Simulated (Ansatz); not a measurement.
Gas-phase electronic energies from Ansatz, PBE0-D4/def2-TZVP geometries. CCSD(T)/CBS adds triple-zeta CCSD(T) − MP2 to the extrapolated MP2 energy (def2 sets, frozen cores). This one scheme is used for every species. DFT in def2-TZVPP. One conformer a species, not always the lowest.

`CCCCCC(C)(C)C` + HCl → `CCCCCCl` + `CC(C)C`  (substitution at a C–C bond)

| level | ΔE (eV) |
| --- | --- |
| r2SCAN | 0.06 |
| SCS-MP2/def2-TZVPP | 0.19 |

(1) What does CCSD(T)/CBS give? (Estimate.)

Largest T1 diagnostic among the species: 0.009.

Results:

(1) Ansatz gave: +0.20 eV. The listed levels differ from it by -0.14, -0.01 eV.

In def2-TZVPP, CCSD(T) changes the Hartree–Fock value by +0.38 eV (the triples alone add +0.04 eV) and MP2 by +0.41 eV. From PBE to PBE0 (25 % exact exchange), in def2-TZVPP and without D4, ΔE moves by +0.04 eV.
